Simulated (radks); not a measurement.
Coulomb parameter of the 4f shell of neutral gadolinium in the model configuration [Xe] 4f6 5d1 6s2 6p1, as a second difference U = [E(n + 0.5) + E(n - 0.5) - 2 E(n)] / (0.5)^2 with all orbitals relaxed. "Bare": the charge of the atom changes with n. "Screened": the 6p shell takes up the change at fixed total charge, which measures U(4f,4f) + U(6p,6p) - 2 U(4f,6p). Method: scalar-relativistic Kohn-Sham, r2SCAN, spin-unpolarised, spherical densities, finite nucleus; meta-GGA in the generalised Kohn-Sham scheme; Fermi nuclear charge, rms radius 5.1569 fm; computed with a radial shooting solver on a logarithmic mesh with Libxc functionals.

case                      configuration  E - E(n) (eV)
start              [Xe] 4f6 5d1 6s2 6p1          0.000
bare +0.5        [Xe] 4f6.5 5d1 6s2 6p1         -7.518
bare -0.5        [Xe] 4f5.5 5d1 6s2 6p1         11.437
screened +0.5  [Xe] 4f6.5 5d1 6s2 6p0.5         -7.058
screened -0.5  [Xe] 4f5.5 5d1 6s2 6p1.5          9.515

U(bare) = 15.677 eV, U(screened by 6p) = 9.828 eV, against the Slater integral F0(4f,4f) = 31.057 eV with frozen orbitals. The step up makes a negative ion, whose loosely bound charge lowers the bare value.
